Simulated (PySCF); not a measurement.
Working with the constants of CsNa

PBE0 constants of CsNa, ¹Σ⁺ (singlet), closed shell (Cs x2c-TZVPall, Na x2c-TZVPall; spin-free X2C with a Gaussian nucleus (PySCF 2.14); masses 132.9054 and 22.9898 u):

| Item | Value |
| --- | --- |
| ωe | 98.3 cm⁻¹ |
| ωexe | 0.252 cm⁻¹ |
| Be | 0.056541 cm⁻¹ |
| αe | 0.000200 cm⁻¹ |
| De to Cs + Na | 0.59 eV |

What force constant and bond length do these constants imply?

Reduced mass μred = 19.599 u; k = 5.8918×10⁻⁷·μred·ωe² (u, cm⁻¹, mdyn/Å) = 0.112 mdyn/Å; Re = √(16.8576/(μred·Be)) (u, cm⁻¹, Å) = 3.900 Å.

Estimate the centrifugal constant D from the Kratzer relation and find the Dunham coefficient a1.

D = 4Be³/ωe² = 7.48e-08 cm⁻¹; a1 = −1 − αeωe/(6Be²) = -2.02.

Closed-shell solutions of metal pairs were not tested for spin polarisation, which can lower them a little. Spin–orbit coupling is left out.
